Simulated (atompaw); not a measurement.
u(r) = r·R(r): atom against pseudo-atom (holmium)

Columns: radius, all-electron u(r) and pseudo u(r) of the 5p shell (level -25.90 eV) of holmium in the configuration [Kr] 4d10 5s2 4f11 5p6 5d0 6s2 6p0; PBEsol, scalar-relativistic, PAW (atompaw) scheme, atompaw 4.2.0.5.

```csv
r (bohr),all-electron,pseudo
0.132,0.2480,0.0123
0.265,-0.0144,0.0487
0.397,-0.4485,0.1058
0.529,-0.3554,0.1793
0.662,0.0043,0.2643
0.794,0.3735,0.3530
0.926,0.6538,0.4396
1.058,0.8286,0.5179
1.191,0.9138,0.5831
1.323,0.9314,0.6303
1.455,0.9039,0.6577
1.588,0.8481,0.6647
1.720,0.7774,0.6521
1.852,0.7004,0.6226
1.985,0.6221,0.5793
2.117,0.5474,0.5272
2.249,0.4779,0.4702
2.382,0.4142,0.4123
2.514,0.3576,0.3575
2.646,0.3076,0.3076
2.778,0.2637,0.2637
2.911,0.2252,0.2252
3.043,0.1922,0.1922
3.175,0.1638,0.1638
3.308,0.1392,0.1392
3.440,0.1183,0.1183
```

Question: How many radial nodes do the two functions have?

Answer: The all-electron 5p function has n − l − 1 = 3 (the table is too coarse to show those close to the nucleus); the pseudo-wave has 0, since the states of the same l below it are removed with the core.

Question: At about which radius was the pseudo-wave matched?

Answer: 2.76 bohr. The columns agree to 0.0005 from 2.51 bohr on; several derivatives are matched, so the curves merge somewhat inside the radius.

Question: Is the pseudo-wave norm-conserving?

Answer: No, it belongs to a PAW set: the norm inside the radius is not constrained, and the difference is carried by the augmentation charge.
